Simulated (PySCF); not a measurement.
Ti(F)3(NH2) (F₃H₂NTi), SMILES [NH2][Ti]([F])([F])[F], multiplicity 1. Atoms are numbered in the order given.

```xyz
7

Ti     0.0461     0.0235     0.0000
F      0.4732     0.8686    -1.4764
F      0.4732     0.8686     1.4764
F      0.8677    -1.5366     0.0000
N     -1.7993    -0.2328     0.0000
H     -2.3727    -0.3466    -0.8436
H     -2.3727    -0.3466     0.8436
```
Charge 0, spin multiplicity 1.

Geometry optimised at PBE-D3(BJ)/def2-SVP. The spin state was assumed, not searched. The structure was generated by enumeration; whether it is a known compound was not checked. The values are those of a single conformer.

All values below come from PySCF with PBE/pcSseg-1.

GIAO shieldings, no solvent; atoms alike by connectivity are averaged. δ = σ(ref) − σ: ¹⁹F against CFCl3 (σ = 133.6 ppm); ¹⁵N against NH3 (σ = 267.0 ppm); ¹H against TMS (σ = 31.49 ppm), references at their B3LYP-D3(BJ)/def2-TZVP geometries, non-relativistic.

Computed chemical shifts:
| nucleus | atoms | count | δ (ppm) |
|---|---|---|---|
| ¹⁹F | F2, F3, F4 | 3 | 304.3 |
| ¹⁵N | N5 | 1 | 235.8 |
| ¹H | H6, H7 | 2 | 7.62 |
